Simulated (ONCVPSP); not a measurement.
cadmium (Cd), ONCV: configuration errors across variants

```
Element                 : cadmium (Cd)
Generator               : ONCVPSP 4.0.1
Type                    : optimised norm-conserving Vanderbilt (ONCV)
Functional              : LDA (Perdew-Wang 92)
Relativity              : non-relativistic
Frozen core             : [Kr]
Valence charge          : 12
Reference configuration : 4d10 5s2
Partial waves           : 5s: rc 2.60 bohr, ncon 3, nbas 6, qcut 2.7 1/bohr, 1 projector; p scattering state at 0.11 Ha: rc 2.70 bohr, ncon 4, nbas 8, qcut 2.8 1/bohr, 1 projector; 4d: rc 1.75 bohr, ncon 4, nbas 9, qcut 9.3 1/bohr, 2 projectors, debl 3.7 Ha; f scattering state at 0.39 Ha: rc 2.00 bohr, ncon 4, nbas 7, qcut 5.9 1/bohr, 2 projectors, debl 2.6 Ha
Local potential         : polynomial inside 1.60 bohr (lpopt 5, dvloc0 0 Ha)
Core correction         : polynomial model core, fcfact 0.6
```

In the p channel the program set the typed energies aside and used 0.050 Ha.

All-electron excitation energies from the reference (eV): (1) 4d10 5s1 9.067; (2) 4d10 5s0 25.693; (3) 4d10 5s0 5p2 8.773.

2 further variants failed, have other tests or another functional or relativity, and are left out.

A true bound ghost makes a file unfit for plane-wave use even where its test errors are small: the radial tests pick states by their node count and pass the ghost by.

Errors AE − PS in meV (a dash: test not solved or not reliable):

```tsv
change	(1)	(2)	(3)	bound ghosts	GHOST(+) flags above zero
base	-4.4	-40	-11	s	p
local potential polynomial inside 1.60 bohr (lpopt 5, dvloc0 10 Ha)	-3.4	-40	-12	none	none
s: qcut 3	-4.6	-38	-8.3	s	p
core correction polynomial model core, fcfact 0.54	-4.4	-39	-11	s	p
all radii but the core radius scaled by about 0.95 (s 2.46, p 2.56, d 1.66, f 1.90 bohr); local potential polynomial inside 1.52 bohr (lpopt 5, dvloc0 0 Ha)	-3.5	-33	-6.3	s	p
core correction Teter function, fcfact 4.5, rcfact 1.15	-0.4	-10.0	-4.9	s	p
f: rc 2.86	-4.4	-40	-11	s	p
d: nbas 7	-4.5	-40	-11	s	p
p: nproj 3	-4.4	-40	-13	s	p
s: qcut 2.6; p: qcut 2.7; d: qcut 8.9; f: qcut 5.7	-4.3	-40	-12	s	p
```

(1) Give the same row for: d: ncon 3, nbas 8.

Answers

(1) -4.4, -39, -11; bound ghosts: s; GHOST(+) flags above zero: p.
